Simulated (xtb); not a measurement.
Harmonic IR lines of one isomer of C7H13BS, unscaled. These are GFN2-xTB (xtb 6.7.1) values and carry that method's errors.

wavenumber (cm⁻¹): 161 (m), 189 (w), 701 (w), 808 (m), 825 (m), 840 (w), 861 (m), 927 (m), 1043 (w), 1089 (w), 1155 (w), 1160 (w), 1193 (w), 1204 (w), 1250 (vw), 1272 (m), 1304 (w), 2424 (s), 2645 (s), 2685 (s), 2875 (m), 2968 (vw), 2985 (m), 2993 (s), 3003 (vs), 3009 (m)

Question: Name which structure gives these lines.
A) `B[C@@H]1[C@H]2CC[C@]1(S)CC2`
B) `B[C@@H]1C[C@H]2CC[C@]1(S)C2`
C) `B[C@]12CC[C@](S)(CC1)C2`
D) `B[C@@H]1C[C@@H]2C[C@H]1[C@H](S)C2`

Answer: A, `B[C@@H]1[C@H]2CC[C@]1(S)CC2`
